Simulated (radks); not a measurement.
Polarisability of neutral scandium, [Ar] 3d1 4s2, at imaginary frequency. Calculated with a radial shooting solver on a logarithmic mesh with Libxc functionals: scalar-relativistic Kohn-Sham, LDA (Slater exchange, Perdew-Wang correlation), spin-polarised, spherical densities, finite nucleus; open shells are filled with parallel spins first; Fermi nuclear charge, rms radius 3.5459 fm. Response by self-consistent Sternheimer equations with the Hartree and adiabatic LDA kernel, the relativistic mass of each level held fixed and spin-orbit coupling left out.

w (hartree),alpha1(iw) (bohr^3)
0.00266,114.7
0.0143,113.4
0.0360,107.0
0.0697,90.60
0.118,65.82
0.186,41.73
0.280,24.55
0.413,14.16
0.605,8.251
0.892,4.850
1.35,2.777
2.12,1.443
3.59,0.6247
6.94,0.2056
17.5,0.04294

Static values: alpha1 = 114.7 bohr^3 (17.00 angstrom^3; uncoupled 220.3). C6 = 1398, triple-dipole C9 = 116800 atomic units. One-pole (London) frequency 4 C6 / (3 alpha1^2) = 0.142 hartree, against 0.136 for minus the highest occupied eigenvalue. Recommended static value: 97 bohr^3 (Schwerdtfeger and Nagle, 2023 table).
